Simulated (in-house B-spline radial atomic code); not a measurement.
Whole-atom quantities along the 9-electron series, configuration [He] 2s2 2p5. Computed with a radial B-spline atomic code at the basis-set limit: non-relativistic Hartree-Fock, average of the configuration, point nuclei.

| ion | Z | E/Z² (Eh) | Σ<r²> (bohr²) | n(0)/Z³ (bohr⁻³) | Lamb diamagnetic shielding (ppm) | repulsion over attraction |
| --- | --- | --- | --- | --- | --- | --- |
| F | 9 | -1.2273 | 10.234 | 0.61498 | 470.72 | 0.16696 |
| Ne+ | 10 | ? | ? | ? | ? | ? |
| Mg3+ | 12 | -1.3607 | 3.6751 | 0.63432 | 671.38 | 0.1366 |
| Al4+ | 13 | -1.3943 | 2.8865 | 0.63936 | 738.08 | 0.12814 |
| Si5+ | 14 | -1.424 | 2.3307 | 0.64385 | 804.75 | 0.12055 |
| P6+ | 15 | ? | ? | ? | ? | ? |
| S7+ | 16 | -1.4738 | 1.6149 | 0.65147 | 938.02 | 0.10757 |

Task: Fill in the row of Ne+.

Result: E/Z² (Eh): -1.2782; Σ<r²> (bohr²): 6.7576; n(0)/Z³ (bohr⁻³): 0.62221; Lamb diamagnetic shielding (ppm): 537.76; repulsion over attraction: 0.1562.

Task: Fill in the row of P6+.

Result: E/Z² (Eh): -1.4503; Σ<r²> (bohr²): 1.9231; n(0)/Z³ (bohr⁻³): 0.64786; Lamb diamagnetic shielding (ppm): 871.39; repulsion over attraction: 0.11372.

Task: With what power of Z does the column «Σ<r²> (bohr²)» change over this range?

Result: A fit of the logarithm of its size against log Z from Z = 9 to 16 has slope -3.19. Unscreened non-relativistic hydrogenic orbitals would give -2.
